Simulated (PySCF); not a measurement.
Molfile (atoms numbered from 1):
```
C8H16
     RDKit          3D

 24 24  0  0  0  0  0  0  0  0999 V2000
   -2.4179    0.4678    0.6631 C   0  0  0  0  0  0  0  0  0  0  0  0
   -1.2700    0.1278   -0.2823 C   0  0  0  0  0  0  0  0  0  0  0  0
   -0.6497   -1.2161    0.1217 C   0  0  0  0  0  0  0  0  0  0  0  0
    0.7175   -1.5531   -0.4740 C   0  0  0  0  0  0  0  0  0  0  0  0
    1.8925   -1.0003    0.3315 C   0  0  0  0  0  0  0  0  0  0  0  0
    2.0684    0.5142    0.3126 C   0  0  0  0  0  0  0  0  0  0  0  0
    0.8340    1.3380    0.6758 C   0  0  0  0  0  0  0  0  0  0  0  0
   -0.2662    1.2876   -0.3866 C   0  0  0  0  0  0  0  0  0  0  0  0
   -2.0416    0.6864    1.6766 H   0  0  0  0  0  0  0  0  0  0  0  0
   -3.1273   -0.3703    0.7507 H   0  0  0  0  0  0  0  0  0  0  0  0
   -2.9790    1.3501    0.3183 H   0  0  0  0  0  0  0  0  0  0  0  0
   -1.7004   -0.0012   -1.2918 H   0  0  0  0  0  0  0  0  0  0  0  0
   -1.3737   -2.0070   -0.1354 H   0  0  0  0  0  0  0  0  0  0  0  0
   -0.5629   -1.2542    1.2229 H   0  0  0  0  0  0  0  0  0  0  0  0
    0.8225   -2.6494   -0.5162 H   0  0  0  0  0  0  0  0  0  0  0  0
    0.7750   -1.2098   -1.5226 H   0  0  0  0  0  0  0  0  0  0  0  0
    2.8279   -1.4630   -0.0261 H   0  0  0  0  0  0  0  0  0  0  0  0
    1.7745   -1.3362    1.3779 H   0  0  0  0  0  0  0  0  0  0  0  0
    2.4007    0.8263   -0.6944 H   0  0  0  0  0  0  0  0  0  0  0  0
    2.8954    0.7763    0.9939 H   0  0  0  0  0  0  0  0  0  0  0  0
    1.1502    2.3852    0.8091 H   0  0  0  0  0  0  0  0  0  0  0  0
    0.4399    1.0227    1.6586 H   0  0  0  0  0  0  0  0  0  0  0  0
   -0.8395    2.2293   -0.3723 H   0  0  0  0  0  0  0  0  0  0  0  0
    0.2205    1.2616   -1.3764 H   0  0  0  0  0  0  0  0  0  0  0  0
  1  2  1  0
  2  3  1  0
  3  4  1  0
  4  5  1  0
  5  6  1  0
  6  7  1  0
  7  8  1  0
  8  2  1  0
  1  9  1  0
  1 10  1  0
  1 11  1  0
  2 12  1  0
  3 13  1  0
  3 14  1  0
  4 15  1  0
  4 16  1  0
  5 17  1  0
  5 18  1  0
  6 19  1  0
  6 20  1  0
  7 21  1  0
  7 22  1  0
  8 23  1  0
  8 24  1  0
M  END
```

Geometry: PBE0-D3(BJ)/def2-SVP; GIAO shifts from PySCF, gas phase, non-relativistic, averaged over equivalent atoms.

At PBE/pcSseg-1 (216 basis functions, 93 s wall time on 1 thread of an Arm Neoverse N1, shared host):
```json
{"atoms": "C3/C8", "δ (ppm)": "39.8"}
{"atoms": "C5/C6", "δ (ppm)": "37.3"}
{"atoms": "C2", "δ (ppm)": "35.5"}
{"atoms": "C4/C7", "δ (ppm)": "27.2"}
{"atoms": "C1", "δ (ppm)": "25.1"}
{"atoms": "H12", "δ (ppm)": "1.76"}
{"atoms": "H13/H24", "δ (ppm)": "1.72"}
{"atoms": "H18/H20", "δ (ppm)": "1.51"}
{"atoms": "H17/H19", "δ (ppm)": "1.49"}
{"atoms": "H15/H22", "δ (ppm)": "1.49"}
{"atoms": "H16/H21", "δ (ppm)": "1.36"}
{"atoms": "H14/H23", "δ (ppm)": "1.19"}
{"atoms": "H9/H10/H11", "δ (ppm)": "0.88"}
```

Shifts are taken against calculated references (same method and geometry level): TMS for 13C (180.03 ppm) and 1H (31.20 ppm).

Predict the values at PBE0/pcSseg-1 on the same geometry.

## Answers


```
     atoms  δ at PBE0/pcSseg-1  change
     C3/C8                37.5    -2.3
     C5/C6                35.0    -2.3
        C2                32.8    -2.7
     C4/C7                25.5    -1.7
        C1                24.5    -0.6
       H12                1.61   -0.15
   H13/H24                1.59   -0.13
   H18/H20                1.40   -0.11
   H17/H19                1.39   -0.10
   H15/H22                1.37   -0.12
   H16/H21                1.27   -0.09
   H14/H23                1.09   -0.10
H9/H10/H11                0.86   -0.02
```

Scale: 13C (σref 184.41) and 1H (σref 31.27) vs TMS (reference shieldings calculated alike).

The largest change is at C2 (sp3 CH in a ring). Cost: 216 basis functions, 65 s wall time on 1 thread of an Arm Neoverse N1, shared host. The order of the carbon signals is the same at both levels.
